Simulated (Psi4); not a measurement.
Dimer: N2 (SMILES N#N) (first 2 atoms) with H2S (SMILES S); geometry from B3LYP-D3(BJ)/def2-TZVP, rigid monomers moved along the line of their centres of mass till N2···H4 is 3.88 Å.
(charge 0, multiplicity 1):
| atom | x (Å) | y (Å) | z (Å) |
|---|---|---|---|
| N | 0.4077 | -0.8573 | -0.5943 |
| N | 0.1869 | 0.0719 | -0.0674 |
| S | -0.5377 | 0.6754 | 4.7348 |
| H | -0.5858 | 1.2762 | 3.5356 |
| H | 0.7880 | 0.8594 | 4.8398 |

Computed with SAPT0/jun-cc-pV(D+d)Z (Psi4).

### Question
Which attractive term is largest, and how does the interaction split up?

### Answer
electrostatics -4.7, exchange 1.1, induction -0.3, dispersion -5.1, total -9.0 meV; the largest attraction is dispersion.
